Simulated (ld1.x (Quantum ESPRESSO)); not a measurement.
## Configuration tests for S (Z = 16) (ultrasoft)

```json
{"Element": "S", "Generator": "ld1.x (Quantum ESPRESSO) 7.5", "Type": "ultrasoft", "Functional": "PBE", "Relativity": "scalar-relativistic", "Frozen core": "[Ne]", "Valence charge": "6", "Reference configuration": "3s2 3p2 (charge +2)", "Partial waves": "3s (bound): rcut 1.05, rcutus 1.25 bohr; 3s channel at -2.5 Ry: rcut 1.05, rcutus 1.25 bohr; 3p (bound): rcut 1.40, rcutus 1.55 bohr; 3p channel at -1.7 Ry: rcut 1.40, rcutus 1.55 bohr", "Local potential": "all-electron potential smoothed inside 1.40 bohr (lloc = -1)", "Core correction": "none", "Augmentation charge": "PSQ, inside the norm-conserving radii"}
```

Energies are relative to the spin-unpolarised reference configuration 3s2 3p2; without spin polarisation the order of configurations can differ from experiment.

```tsv
valence configuration	charge	ΔE all-electron (eV)	error AE − PS (meV)
3s2 3p4	0	-34.053	+3.4
3s2 3p3	+1	-22.284	+2.2
3s1 3p5	0	-23.742	+51
3s2 3p0	+4	80.839	-13
3s0 3p6	0	-13.313	+179
3s2 3p3.5	+0.5	-29.393	+3.0
```

Q: What are ΔE and the potential's error for 3s2 3p1?

A: ΔE = 34.042 eV all-electron; the error (AE − PS) is -0.9 meV.
